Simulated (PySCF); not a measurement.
Molecule: SMILES C#Cc1ccccc1C#C, C$_{10}$H$_{6}$.

Cartesian coordinates in Å; atom numbers follow the order of the lines, from 1:
```xyz
16

C    -2.6241    1.6854   -0.6237
C    -1.5797    1.1947   -0.2924
C    -0.3423    0.6359    0.1043
C     0.5444    1.3746    0.8843
C     1.7548    0.8310    1.2708
C     2.0956   -0.4574    0.8844
C     1.2270   -1.2026    0.1096
C     0.0035   -0.6688   -0.2882
C    -0.8825   -1.4332   -1.0831
C    -1.6234   -2.0941   -1.7582
H    -3.5388    2.1058   -0.9178
H     0.2715    2.3766    1.1821
H     2.4360    1.4125    1.8748
H     3.0418   -0.8811    1.1873
H     1.4854   -2.2058   -0.1974
H    -2.2767   -2.6646   -2.3481
```

Frames of a GFN2-xTB Langevin trajectory at 600 K; GIAO PBE0/pcSseg-1 shieldings in PySCF, gas phase, non-relativistic; equivalent atoms averaged within each frame.

Scale: TMS for 13C (186.93 ppm), 1H (31.72 ppm) (reference shieldings calculated alike). The references are static minima.

Question: How do the shifts (ppm) fluctuate along the trajectory?

Answer: 
```csv
time (fs),C4/C7,C3/C8,C5/C6,C1/C10,C2/C9,H13/H14,H12/H15,H11/H16
250,137.7,137.2,133.1,107.4,91.5,8.10,7.68,4.45
425,135.5,130.2,134.8,92.1,90.6,7.92,7.16,3.69
625,155.4,139.5,134.6,99.5,91.5,7.29,9.35,4.31
800,134.0,140.0,128.5,92.4,93.3,7.27,7.41,2.69
1000,144.1,124.3,142.5,98.5,99.3,7.48,7.86,3.82
mean of frames,141.3,134.2,134.7,98.0,93.2,7.61,7.89,3.80
standard deviation,8.7,6.8,5.1,6.3,3.6,0.38,0.86,0.69
```

5 frames give an uncertainty of the mean of about the standard deviation over 2.2 at best, since frames this close in time may not be independent; classical motion lacks zero-point vibration, and the reference would need the same averaging.
